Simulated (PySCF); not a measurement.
Several orderings of computed values.

All species are isolated and taken at one optimised geometry, non-relativistic unless stated. Electronic properties by PySCF.

Dipoles, sizes and rotational constants follow the conformer. The torsions of the flexible species, by atom-mapped SMILES:
- `[CH3:1][C:2](=[O:3])[CH2:4][SH:5]`: C1–C2–C4–S5 -78°, H–S5–C4–C2 -60°
- `[CH3:1][O:2][C@H:3]1[CH2:4][S:5]1`: C1–O2–C3–C4 -157°
- `[CH3:1][C:2](=[O:3])[c:4]1[o:5][cH:6][c:7]([Cl:8])[p:9]1`: C1–C2–C4–O5 0°
- `[CH3:1][CH2:2][CH2:3][NH+:4]1[CH2:5][CH2:6][CH2:7]1`: C1–C2–C3–N4 63°, C2–C3–N4–C5 74°
- `[CH2:1]=[CH:2][S@@:3]([CH3:4])=[O:5]`: C1–C2–S3–C4 -110°
- `[PH3+:1][SiH2:2][CH:3]1[CH2:4][CH2:5][CH2:6]1`: P1–Si2–C3–C4 51°

Question: Rank by lowest singlet excitation, lowest first (TDDFT PBE0/def2-SVPD at GFN2-xTB geometries).
A. `[PH3+][SiH2]C1CCC1`
B. `CCC[NH+]1CCC1`
C. `CC(=O)c1occ(Cl)p1`
D. `CC(=O)CS`
E. `O=[S@](C)C=C`
F. `CO[C@H]1CS1`

Answer: C (3.44 eV), D (4.24 eV), F (5.01 eV), E (5.12 eV), A (5.95 eV), B (8.74 eV).

By how much do the two ends of that ranking differ?

By 5.30 eV, between `CCC[NH+]1CCC1` and `CC(=O)c1occ(Cl)p1`.

Question: Rank by HOMO energy, lowest first (PBE0/def2-SVPD at GFN2-xTB geometries).
A. `CC(=O)C1=PC(Cl)=CO1`
B. `CC(=O)CS`
C. `CO[C@H]1CS1`
D. `CCC[NH+]1CCC1`
E. `C1CCC1[SiH2][PH3+]`

Answer: D (-13.93 eV), E (-12.46 eV), A (-7.51 eV), B (-7.13 eV), C (-6.65 eV).

By how much do the two ends of that ranking differ?

By 7.28 eV, between `CO[C@H]1CS1` and `CCC[NH+]1CCC1`.

Question: Rank by static isotropic polarisability, lowest first (PBE0/def2-SVPD at GFN2-xTB geometries).
A. `[PH3+][SiH2]C1CCC1`
B. `C=C[S@@](C)=O`
C. `CC(=O)c1occ(Cl)p1`
D. `C(C)C[NH+]1CCC1`

Answer: B (62.9 au), D (71.5 au), A (89.2 au), C (104.0 au).

Question: Rank by lowest triplet excitation (Tamm–Dancoff), highest first (TDA PBE0/def2-SVPD at GFN2-xTB geometries).
A. `CO[C@H]1CS1`
B. `CCC[NH+]1CCC1`
C. `CC(=O)C1=PC(Cl)=CO1`
D. `C=C[S@@](C)=O`

Answer: B (8.53 eV), A (4.57 eV), D (4.23 eV), C (2.61 eV).

By how much do the two ends of that ranking differ?

By 5.92 eV, between `CCC[NH+]1CCC1` and `CC(=O)c1occ(Cl)p1`.

Question: Rank by smallest rotational constant, lowest first (GFN2-xTB).
A. `CC(=O)c1occ(Cl)p1`
B. `CC(=O)CS`
C. `O=[S@](C)C=C`
D. `CCC[NH+]1CCC1`
E. `CO[C@H]1CS1`

Answer: A (0.560 GHz), D (1.390 GHz), B (2.191 GHz), E (2.361 GHz), C (2.761 GHz).

Give the two extremes of that set in cm⁻¹.

`CC(=O)c1occ(Cl)p1`: 0.0187 cm⁻¹; `C=C[S@@](C)=O`: 0.0921 cm⁻¹.

Question: Rank by electronic spatial extent ⟨r²⟩ about the centre of nuclear charge, highest first (PBE0/def2-SVPD at GFN2-xTB geometries).
A. `p1c(occ1Cl)C(=O)C`
B. `C=C[S@@](C)=O`
C. `CCC[NH+]1CCC1`
D. `CC(=O)CS`
E. `CO[C@H]1CS1`
F. `[PH3+][SiH2]C1CCC1`

Answer: A (1834 bohr²), F (981 bohr²), C (959 bohr²), D (588 bohr²), E (545 bohr²), B (512 bohr²).
